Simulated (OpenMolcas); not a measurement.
An OpenMolcas run meant for O+ (ANO-R2, X2C; inactive shells 1s 2s; intended active space 3 electrons in 3 orbitals (2p)). One step of its input:

```
&CASPT2
Multistate=1 1
Frozen=0 0
IPEA=3.0
Imaginary=0.1
MaxIter=60
WThr=0.0 0.3 0.05
PrWF=0.5
NoMix
```

The run finished. Its levels beside those of a sound run (SS-CASPT2, IPEA 0.25 Eh, imaginary shift 0.1 Eh (closed shells correlated: 1s 2s)), in cm⁻¹ above each run's lowest level:

```
          Level  This run  Usual run
2s² 2p³ ⁴S°_3/2       0.0        0.0
2s² 2p³ ²D°_3/2     26881      27474
2s² 2p³ ²D°_5/2     26884      27477
2s² 2p³ ²P°_1/2     44038      43321
2s² 2p³ ²P°_3/2     44041      43325
```

Problem. Which setting is unsound, and how much does it matter here?

Solution. The IPEA shift is far above its usual 0.25 hartree. Against the sound run the excited levels shown move by 650 cm-1 on average and by 720 cm-1 at most.

CASPT2 breaks the degeneracy within a term, and the mean is taken; among the terms shown or strongly mixed into the levels shown the widest spread is 980 cm-1 (2s² 2p³ ²P°, this run). With the s shell closed, the reference lacks s² → p² mixing. Levels of configurations outside the active space are missing.

° marks odd parity.
